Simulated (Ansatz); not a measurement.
Consider the ligand exchange at the Si–C bond: `[SiH3]C(Cl)Cl` + `OC[SiH2]S` → `[SiH3]OC[SiH2]S` + `ClCCl`.

Gas-phase electronic energies from Ansatz, PBE0-D4/def2-TZVP geometries. CCSD(T)/CBS adds triple-zeta CCSD(T) − MP2 to the extrapolated MP2 energy (def2 sets, frozen cores). This one scheme is used for every species. Functionals use def2-TZVPP. HSE06 is defined as in plane-wave codes. Each species was taken in one conformer, which may not be the lowest.

Question: Is it downhill or uphill in electronic energy at CCSD(T)/CBS, and by how much? (Best estimate.)

Answer: Ansatz gave: Downhill: ΔE = -96.5 kJ/mol.

Question: What do these levels give: LDA (SPW92), B97M-V, HSE06-D4, BHLYP-D4, CAM-B3LYP-D4, revPBE, PBE0, CCSD/def2-SVP, CCSD(T)/def2-SVP, MP2/def2-TZVPP, CCSD(T)/def2-TZVPP, CCSD/CBS(def2)? (Estimate.)

Answer: The calculation gave: LDA (SPW92) -85.3, B97M-V -102.5, HSE06-D4 -91.4, BHLYP-D4 -106.6, CAM-B3LYP-D4 -104.8, revPBE -89.0, PBE0 -92.2, CCSD/def2-SVP -92.8, CCSD(T)/def2-SVP -91.1, MP2/def2-TZVPP -99.3, CCSD(T)/def2-TZVPP -98.6, CCSD/CBS(def2) -99.4 kJ/mol.

Largest T1 diagnostic among the species: 0.012.

At CCSD(T), def2-SVP lies +5.4 kJ/mol from the extrapolated value and def2-TZVPP −2.1 kJ/mol. From PBE to PBE0 (25 % exact exchange), in def2-TZVPP and without D4, ΔE moves by −4.2 kJ/mol. In def2-TZVPP, CCSD(T) changes the Hartree–Fock value by +19.9 kJ/mol (the triples alone add +2.9 kJ/mol) and MP2 by +19.2 kJ/mol.
